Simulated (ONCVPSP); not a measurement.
# How hard is this Tm ONCV potential?

* Element: Tm
* Generator: ONCVPSP 4.0.1
* Type: optimised norm-conserving Vanderbilt (ONCV)
* Functional: BLYP
* Relativity: fully relativistic
* Frozen core: [Kr] 4d10
* Valence charge: 23
* Reference configuration: 4f13 5s2 5p6 6s1.5 (charge +0.5)
* Partial waves: 5s+6s: rc 1.70 bohr, ncon 3, nbas 7, qcut 6.9 1/bohr, 2 projectors; 5p: rc 1.95 bohr, ncon 4, nbas 8, qcut 6.4 1/bohr, 3 projectors, debl 2.7 Ha; d scattering state at 0.32 Ha: rc 1.45 bohr, ncon 4, nbas 7, qcut 6.4 1/bohr, 2 projectors, debl 2.3 Ha; 4f: rc 0.90 bohr, ncon 4, nbas 9, qcut 21.2 1/bohr, 3 projectors, debl 2.6 Ha
* Local potential: polynomial inside 0.65 bohr (lpopt 4, dvloc0 4 Ha)
* Core correction: none

Open shells are filled in proportion to 2j + 1.

In the d channel the program set the typed energies aside and used 0.050, 2.350 Ha (j = l + 1/2; the other j can differ).

Question: For each optimised wave give the share of its norm inside rc, the residual kinetic energy above qcut (Ha) and the cutoffs (Ha) for errors of 10, 1, 0.1 and 0.01 mHa per electron.

Answer:

```csv
wave,norm inside rc,residual KE,10 mHa,1 mHa,0.1 mHa,0.01 mHa
5s,0.874,4.3e-06,13.3,17.2,20.1,23.2
6s,0.040,1.4e-06,9.7,15.0,18.7,21.8
5p j=3/2,0.814,4.8e-06,5.9,12.3,16.5,19.7
p projector 2 j=3/2,0.106,3.6e-05,6.1,14.4,18.9,32.1
p projector 3 j=3/2,0.121,3.2e-04,12.3,17.6,29.0,52.8
5p j=1/2,0.872,2.8e-06,7.0,9.1,14.4,18.6
p projector 2 j=1/2,0.122,3.4e-05,6.9,9.8,18.5,37.1
p projector 3 j=1/2,0.132,2.9e-04,9.7,16.8,28.9,54.1
d projector 1 j=5/2,0.034,8.2e-06,5.2,8.3,11.1,14.8
d projector 2 j=5/2,0.092,4.0e-03,9.7,65.3,107.9,125.0
d projector 1 j=3/2,0.110,1.4e-05,6.9,10.0,12.6,45.4
d projector 2 j=3/2,0.093,3.2e-03,9.9,59.6,107.0,122.8
4f j=7/2,0.686,9.0e-05,149.6,172.6,204.3,not reached
f projector 2 j=7/2,0.039,1.0e-07,129.4,158.2,180.4,198.9
f projector 3 j=7/2,0.031,5.1e-07,136.9,166.2,189.2,206.8
4f j=5/2,0.702,4.4e-05,154.2,177.3,199.5,not reached
f projector 2 j=5/2,0.038,1.9e-07,131.5,160.6,183.0,201.4
f projector 3 j=5/2,0.031,6.1e-07,138.4,167.7,190.7,207.8
```

The occupied waves need 177 Ha and 204 Ha for 1 and 0.1 mHa. Note: ghosts flagged at negative energy: s at -333.3 eV; GHOST(+) flagged for p3/2 at 131.2 eV, d5/2 at 161.1 eV, p1/2 at 166.4 eV, d3/2 at 169.4 eV. A true bound ghost makes a file unfit for plane-wave use. Tests left out (the all-electron energies of this program are off by 10 to 40 meV for near-neutral 4f atoms).
